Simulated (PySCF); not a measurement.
PySCF job for CH3ClF2OSi, SMILES OC[Si](F)(F)Cl, PBE/pcSseg-1. The structure is a stationary point at B3LYP-D3(BJ)/def2-SVP. This is a generated structure with no PubChem entry under its InChIKey; it may be hypothetical. The values are those of a single conformer.

```python
import numpy as np
from pyscf import gto, scf, dft
from pyscf.prop.nmr import rks as nmr

mol = gto.M(
    atom='''
    O    -2.36418457    0.16180900    0.17325128
    C    -1.45737142   -0.85829443   -0.20254602
    Si    0.31478780   -0.35687183    0.12529187
    F     0.67605834   -0.32168495    1.69328481
    F     1.35896190   -1.36966353   -0.56941499
    Cl    0.60830234    1.53132009   -0.63811623
    H    -2.14899077    0.95947352   -0.33088319
    H    -1.56316062   -1.16817010   -1.26301787
    H    -1.69349451   -1.75010819    0.40222822
    ''',
    basis='pcSseg-1',
    charge=0,
    spin=0,
    max_memory=1600,
    verbose=3,
)
mf = dft.RKS(mol, xc='pbe')
mf.grids.level = 3
mf.conv_tol = 1e-10
mf.max_cycle = 100
mf.kernel()
n = nmr.NMR(mf)
n.verbose = 2
n.max_cycle_cphf = 60
sigma = n.kernel()
print('atom   isotropic/ppm   span/ppm')
for i, s in enumerate(sigma):
    w = np.linalg.eigvalsh((s + s.T) / 2)
    print(f'{mol.atom_symbol(i):2s}{i + 1:3d} {w.mean():14.3f} {w[2] - w[0]:11.3f}')
```

Program output:

```
converged SCF energy = -1063.98434653142
atom   isotropic/ppm   span/ppm
O   1        329.057     113.730
C   2        123.949      73.297
Si  3        354.213      67.350
F   4        287.260     134.413
F   5        285.500     134.043
Cl  6        875.929     306.055
H   7         31.523      20.595
H   8         27.556       9.676
H   9         27.375       7.717
```

Self-consistency was reached.

Cost: very roughly 27 core-seconds.
